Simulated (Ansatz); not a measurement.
Reaction (substitution at a C–C bond): `CCC` + `NC(=O)[SiH2]Cl` → `CNC(=O)[SiH2]Cl` + `CC`

Calculated with Ansatz (gas phase, PBE0-D4/def2-TZVP geometries, no zero-point term in ΔE). CCSD(T)/CBS adds triple-zeta CCSD(T) − MP2 to the extrapolated MP2 energy (def2 sets, frozen cores). This one scheme is used for every species. DFT in def2-TZVPP. Each species was taken in one conformer, which may not be the lowest.

`CCC`:

```xyz
11

C     0.099    1.275    0.126
C    -0.181   -0.038   -0.586
C     0.034   -1.247    0.308
H     1.133    1.316    0.482
H    -0.552    1.396    0.996
H    -0.061    2.133   -0.531
H    -1.210   -0.038   -0.960
H     0.461   -0.118   -1.470
H    -0.171   -2.181   -0.220
H    -0.619   -1.209    1.184
H     1.066   -1.289    0.671
```

`NC(=O)[SiH2]Cl`:

Cartesian coordinates in Å:
```
N 0.805 -1.325 -0.183
C 0.785 0.021 -0.193
O 1.752 0.720 -0.439
Si -0.823 0.973 0.191
Cl -2.381 -0.326 0.592
H 1.663 -1.811 -0.389
H -0.025 -1.852 0.028
H -0.595 1.815 1.384
H -1.180 1.785 -0.991
```

`CNC(=O)[SiH2]Cl`:

Z-matrix (Å, degrees):
```
C
N 1 1.443
H 1 1.089 2 107.7
H 1 1.093 2 111.0 3 119.3
H 1 1.093 2 111.0 3 -119.3
C 2 1.345 1 123.1 3 -0.3
H 2 1.007 1 119.5 3 179.7
Si 6 1.903 2 120.3 1 -180.0
O 6 1.222 2 124.9 1 0.0
Cl 8 2.070 6 110.9 2 -0.0
H 8 1.478 6 108.8 2 119.1
H 8 1.478 6 108.8 2 -119.1
```

`CC`:

Cartesian coordinates in Å:
```
C -0.295 0.013 -0.699
C 0.295 -0.013 0.699
H -1.381 -0.108 -0.676
H -0.081 0.958 -1.205
H 0.111 -0.790 -1.319
H 1.381 0.108 0.676
H 0.081 -0.958 1.205
H -0.111 0.790 1.319
```

```json
{"level": "ωB97X-V", "ΔE (eV)": "0.18"}
{"level": "CCSD(T)/def2-TZVPP", "ΔE (eV)": "0.19"}
```

What does CCSD(T)/CBS give? (An estimate is asked.)

Ansatz gave: +0.20 eV. The listed levels differ from it by -0.02, -0.01 eV.

Largest T1 diagnostic among the species: 0.015.
